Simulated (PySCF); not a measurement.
A side-by-side comparison of computed properties.

First species: CH3CH2CF2CH3, C₄H₈F₂.
Cartesian coordinates in Å at the PBE0-D3(BJ)/def2-SVP level; atoms count from 1:
```
atom  x, y, z in Å
C1     1.9186   -0.2869    0.1289
C2     0.4400   -0.5801    0.3141
C3    -0.4552    0.4953   -0.2685
C4    -1.9356    0.2603   -0.1131
F5    -0.1735    0.6351   -1.5981
F6    -0.1401    1.6935    0.3075
H7     2.5341   -1.0833    0.5710
H8     2.1709   -0.2101   -0.9382
H9     2.1907    0.6638    0.6091
H10    0.1665   -1.5345   -0.1633
H11    0.1905   -0.6759    1.3829
H12   -2.2266   -0.6769   -0.6061
H13   -2.2029    0.2048    0.9506
H14   -2.4803    1.0937   -0.5771
```

Second species: C3H5ClGe.
InChI=1S/C3H5ClGe/c1-2-3-5-4/h5H2,1H3

Levels: PBE0/def2-SVPD for dipole moment, HOMO energy, LUMO energy, HOMO–LUMO gap, static isotropic polarisability and electronic spatial extent ⟨r²⟩ about the centre of nuclear charge; TDDFT PBE0/def2-SVPD for lowest singlet excitation; TDA PBE0/def2-SVPD for lowest triplet excitation (Tamm–Dancoff); ΔSCF PBE0/def2-SVPD for vertical ionisation energy; PBE0-D3(BJ)/def2-SVP for rotational constant A and rotational constant C. Geometries: PBE0-D3(BJ)/def2-SVP. Each structure is a single optimised conformer of the isolated species, non-relativistic unless stated. Electronic properties by PySCF.

The conformers computed, where there is a choice (atom-mapped SMILES and torsion angles):
- `[CH3:1][CH2:2][C:3]([CH3:4])([F:5])[F:6]`: C1–C2–C3–C4 180°

```json
{"property": "dipole moment", "column X": "3.06 D", "column Y": "2.27 D"}
{"property": "HOMO energy", "column X": "-7.97 eV", "column Y": "-9.34 eV"}
{"property": "LUMO energy", "column X": "-0.78 eV", "column Y": "0.64 eV"}
{"property": "HOMO–LUMO gap", "column X": "7.19 eV", "column Y": "9.98 eV"}
{"property": "lowest singlet excitation", "column X": "5.57 eV", "column Y": "8.80 eV"}
{"property": "lowest triplet excitation (Tamm–Dancoff)", "column X": "4.76 eV", "column Y": "8.64 eV"}
{"property": "static isotropic polarisability", "column X": "81.4 au", "column Y": "52.2 au"}
{"property": "vertical ionisation energy", "column X": "9.93 eV", "column Y": "11.46 eV"}
{"property": "electronic spatial extent ⟨r²⟩ about the centre of nuclear charge", "column X": "1175 bohr²", "column Y": "584 bohr²"}
{"property": "rotational constant A", "column X": "5.429 GHz", "column Y": "5.023 GHz"}
{"property": "rotational constant C", "column X": "0.932 GHz", "column Y": "2.676 GHz"}
```

**Question.** Which column belongs to which species?

**Answer.** Column X is the second species and column Y the first. The first has 14 atoms and 50 electrons, the second 10 and 72.

**Question.** How does each property change from the first species to the second?

**Answer.** dipole moment +0.79 D; HOMO energy +1.37 eV; LUMO energy -1.42 eV; HOMO–LUMO gap -2.79 eV; lowest singlet excitation -3.23 eV; lowest triplet excitation (Tamm–Dancoff) -3.88 eV; static isotropic polarisability +29.2 au; vertical ionisation energy -1.53 eV; electronic spatial extent ⟨r²⟩ about the centre of nuclear charge +591 bohr²; rotational constant A +0.406 GHz; rotational constant C -1.744 GHz.

On the first: The dipole equals about 7.6 × 10⁻³⁰ C·m (1 D = 3.33564 × 10⁻³⁰ C·m). In wavenumbers S1 is 71000 cm⁻¹ (1 eV = 8065.54 cm⁻¹).

On the second: The vertical singlet–triplet gap S1 − T1 is 0.81 eV (TDDFT singlet less Tamm–Dancoff triplet; S1: HOMO→LUMO, weight 0.92; T1: HOMO−1→LUMO, weight 0.60). The polarisability is 12.07 Å³ as a volume (1 au = 0.148185 Å³), or 1.13 au for each of the 72 electrons. The calculation is non-relativistic and has no spin–orbit coupling, an omission that weighs most on germanium.
